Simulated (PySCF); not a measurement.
H2ClNSi (SMILES N[Si]Cl), singlet, at a GFN2-xTB geometry; DF-PBE/aug-cc-pVTZ (PySCF).

PySCF was given this input:
```python
from pyscf import gto, scf, dft

mol = gto.Mole()
mol.atom = '''
    Si   -0.521660   -0.275291    0.709653
    Cl    0.718974    1.073103   -0.290605
    N    -0.544548   -1.508271   -0.469172
    H    -0.052039   -1.463082   -1.351964
    H    -1.055445   -2.367694   -0.358686
'''
mol.basis = 'aug-cc-pvtz'
mol.charge = 0
mol.spin = 0
mol.verbose = 4
mol.max_memory = 1800
mol.build()

mf = dft.RKS(mol)
mf.xc = 'pbe'
mf = mf.density_fit(auxbasis='def2-universal-jkfit')
mf.kernel()
```

Output, abridged:

```
PySCF version 2.14.0

[INPUT] verbose = 4
[INPUT] num. atoms = 5
[INPUT] num. electrons = 40
[INPUT] charge = 0
[INPUT] spin (= nelec alpha-beta = 2S) = 0
[INPUT] symmetry False subgroup None
[INPUT] Mole.unit = angstrom
[INPUT] Symbol           X                Y                Z      unit          X                Y                Z       unit  Magmom
[INPUT]  1 Si    -0.521660000000  -0.275291000000   0.709653000000 AA   -0.985794530141  -0.520224594558   1.341049813476 Bohr   0.0
[INPUT]  2 Cl     0.718974000000   1.073103000000  -0.290605000000 AA    1.358663950683   2.027870773449  -0.549163860429 Bohr   0.0
[INPUT]  3 N     -0.544548000000  -1.508271000000  -0.469172000000 AA   -1.029046581680  -2.850219111624  -0.886606585314 Bohr   0.0
[INPUT]  4 H     -0.052039000000  -1.463082000000  -1.351964000000 AA   -0.098339457796  -2.764824277781  -2.554841690271 Bohr   0.0
[INPUT]  5 H     -1.055445000000  -2.367694000000  -0.358686000000 AA   -1.994501989542  -4.474293206776  -0.677818304716 Bohr   0.0

nuclear repulsion = 131.860785999895
number of shells = 57
number of NR pGTOs = 258
number of NR cGTOs = 192
basis = aug-cc-pvtz
ecp = {}

******** <class 'pyscf.df.df_jk.DFRKS'> ********
method = DFRKS
initial guess = minao
damping factor = 0
level_shift factor = 0
DIIS = <class 'pyscf.scf.diis.CDIIS'>
diis_start_cycle = 1
diis_space = 8
diis_damp = 0
SCF conv_tol = 1e-09
SCF conv_tol_grad = None
SCF max_cycles = 50
direct_scf = False
XC library pyscf.dft.libxc version 7.1.2
    S. Lehtola, C. Steigemann, M. J. T. Oliveira, and M. A. L. Marques,  SoftwareX 7, 1–5 (2018)
XC functionals = pbe
    J. P. Perdew, K. Burke, and M. Ernzerhof,  Phys. Rev. Lett. 77, 3865 (1996)
    J. P. Perdew, K. Burke, and M. Ernzerhof,  Phys. Rev. Lett. 78, 1396 (1997)
    J. P. Perdew, K. Burke, and M. Ernzerhof,  Phys. Rev. Lett. 77, 3865 (1996)
    J. P. Perdew, K. Burke, and M. Ernzerhof,  Phys. Rev. Lett. 78, 1396 (1997)
radial grids:
    Treutler-Ahlrichs [JCP 102, 346 (1995); DOI:10.1063/1.469408] (M4) radial grids

becke partition: Becke, JCP 88, 2547 (1988); DOI:10.1063/1.454033
pruning grids: <function nwchem_prune>
grids dens level: 3
symmetrized grids: False
atomic radii adjust function: <function treutler_atomic_radii_adjust>
small_rho_cutoff = 0
Set gradient conv threshold to 3.16228e-05
Initial guess from minao.
tot grids = 71584
init E= -805.473404946729
  HOMO = -0.247336020345019  LUMO = -0.104130139072952  gap/eV = 3.89683
cycle= 1 E= -805.294066744722  delta_E= 0.179  |g|= 0.541  |ddm|= 1.59
  HOMO = -0.175176542589352  LUMO = -0.0640588868848191  gap/eV = 3.02367
cycle= 2 E= -804.974156794461  delta_E= 0.32  |g|= 1.23  |ddm|= 0.962
  HOMO = -0.209042184528467  LUMO = -0.0814673782864066  gap/eV = 3.47149
cycle= 3 E= -805.347248069611  delta_E= -0.373  |g|= 0.195  |ddm|= 0.72
  HOMO = -0.222512984705061  LUMO = -0.0884281363335244  gap/eV = 3.64863
cycle= 4 E= -805.358680265873  delta_E= -0.0114  |g|= 0.0672  |ddm|= 0.188
  HOMO = -0.226010247706261  LUMO = -0.0917275835132898  gap/eV = 3.65402
cycle= 5 E= -805.359735623438  delta_E= -0.00106  |g|= 0.0248  |ddm|= 0.0733
  HOMO = -0.223005378658149  LUMO = -0.0890007336257721  gap/eV = 3.64645
cycle= 6 E= -805.35992956744  delta_E= -0.000194  |g|= 0.00649  |ddm|= 0.0217
  HOMO = -0.223182456118531  LUMO = -0.0893891743552544  gap/eV = 3.64070
cycle= 7 E= -805.359940732755  delta_E= -1.12e-05  |g|= 0.00132  |ddm|= 0.00474
  HOMO = -0.223215298421561  LUMO = -0.0893993251970873  gap/eV = 3.64132
cycle= 8 E= -805.359941240816  delta_E= -5.08e-07  |g|= 0.00024  |ddm|= 0.00118
  HOMO = -0.223216212065525  LUMO = -0.0894010974734609  gap/eV = 3.64129
cycle= 9 E= -805.359941256195  delta_E= -1.54e-08  |g|= 4.61e-05  |ddm|= 0.000214
  HOMO = -0.223213391217831  LUMO = -0.0893979343881384  gap/eV = 3.64130
cycle= 10 E= -805.359941256765  delta_E= -5.7e-10  |g|= 1.51e-05  |ddm|= 3.67e-05
  HOMO = -0.223213807618098  LUMO = -0.0893983840065111  gap/eV = 3.64130
Extra cycle  E= -805.359941256722  delta_E= 4.29e-11  |g|= 1.96e-05  |ddm|= 2.23e-05
converged SCF energy = -805.359941256722
```
